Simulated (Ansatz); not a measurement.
`OC(Cl)Br` and `OC(O)Cl` differ in one atom or group.

Ansatz, PBE0-D4/def2-TZVP geometries, multiplicity 1. Each molecule was computed in one conformer, which needn't be the lowest.

Scalar relativity is left out up to krypton.

```tsv
property	`OC(Cl)Br`
HOMO energy (B3LYP/def2-TZVPP) / eV	-7.98
size of the dipole moment (PBE/def2-TZVPP) / D	0.96
HOMO–LUMO gap (PBE/def2-TZVPP) / eV	5.00
HOMO–LUMO gap (B3LYP/def2-TZVPP) / eV	6.81
LUMO energy (PBE0/def2-TZVPP) / eV	-0.88
zero-point energy (PBE0-D4/def2-TZVP) / kJ/mol	88.2
```

(1) Give the same properties after the change, and the shifts. (An estimate is asked.)

Results:

(1) The calculation gave: 
```csv
property,`OC(O)Cl`,shift
HOMO energy (B3LYP/def2-TZVPP) / eV,-8.33,-0.35
size of the dipole moment (PBE/def2-TZVPP) / D,2.17,1.21
HOMO–LUMO gap (PBE/def2-TZVPP) / eV,6.68,1.68
HOMO–LUMO gap (B3LYP/def2-TZVPP) / eV,8.73,1.92
LUMO energy (PBE0/def2-TZVPP) / eV,0.78,1.66
zero-point energy (PBE0-D4/def2-TZVP) / kJ/mol,126.0,37.8
```

With PBE0 the HOMO falls by 0.36 eV and the LUMO rises by 1.66 eV, so the gap widens by about 2.02 eV. PBE moves the HOMO by -0.12 eV and ωB97M-V by -0.46 eV. The zero-point energy changes by 37.8 kJ/mol with +3 modes. Dipoles are sizes alone; their direction can turn.

B3LYP here is the variant with VWN-RPA as its local correlation; programs differ in this.

Spin–orbit coupling is left out; it splits and shifts lone-pair levels of the heavy atoms by tenths of an eV.
